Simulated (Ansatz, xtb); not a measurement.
# Relative energy of two isomers of C3H9NOSi

Structure X: `N[C@@H]1OC[C@@H]1[SiH3]`, a singlet. Structure Y: `N[C@@H]1CO[C@@H]1[SiH3]`, a singlet. Both are isolated molecules in the gas phase, relaxed with B3LYP-D3(BJ)/def2-SVP, each in the lowest conformer that the search found.

Quicker runs give these differences E(Y) − E(X): GFN2-xTB +0.268 eV; HF/STO-3G +0.313 eV (at GFN2-xTB geometries); r2SCAN-D4/def2-SVP +0.533 eV (at GFN2-xTB geometries).

Q: Estimate E(Y) − E(X) at the level CCSD(T)/def2-SVP + ΔMP2/def2-TZVPP.

A: Calculated at CCSD(T)/def2-SVP + ΔMP2/def2-TZVPP: E(Y) − E(X) = +0.487 eV, so structure X lies lower.

Level by level:

```csv
level,geometry,E(Y) − E(X) (eV),departure from the last row (eV),"job, with rough time for the two"
GFN2-xTB,GFN2-xTB,+0.268,−0.219,"optimisation, 0.76 s"
HF/STO-3G,GFN2-xTB,+0.313,−0.174,"single point, 1.8 s"
r2SCAN-D4/def2-SVP,GFN2-xTB,+0.533,+0.047,"single point, 12 s"
B3LYP-D3(BJ)/def2-SVP,B3LYP-D3(BJ)/def2-SVP,+0.476,−0.010,"optimisation, 3.4 min"
HF/def2-SVP,B3LYP-D3(BJ)/def2-SVP,+0.502,+0.016,part of the CCSD(T) run
MP2/def2-SVP,B3LYP-D3(BJ)/def2-SVP,+0.542,+0.055,part of the CCSD(T) run
CCSD(T)/def2-SVP,B3LYP-D3(BJ)/def2-SVP,+0.510,+0.023,single point
CCSD(T)/def2-SVP + ΔMP2/def2-TZVPP,B3LYP-D3(BJ)/def2-SVP,+0.487,,"single point, 3.2 min"
```

As drawn, both hold the same kinds of bond in the same numbers.

The levels shown agree on the order. The largest departure from CCSD(T)/def2-SVP + ΔMP2/def2-TZVPP is that of GFN2-xTB, 0.219 eV. The last row adds to CCSD(T) the change of the MP2 difference between the two basis sets, here −0.023 eV.

With thermal terms from frequencies at re-optimised GFN2-xTB minima (ideal gas, soft modes damped towards free rotors, one conformer each, 298.15 K, 1 atm): on the last row, ΔE + ΔZPE = +0.473, ΔH = +0.477, ΔG = +0.470 eV.

The correlated steps freeze 10 core orbitals. Programs: Ansatz 0.2.0, xtb 6.7.1; the last row on 2 threads of AMD EPYC (Zen 3) on a shared host.
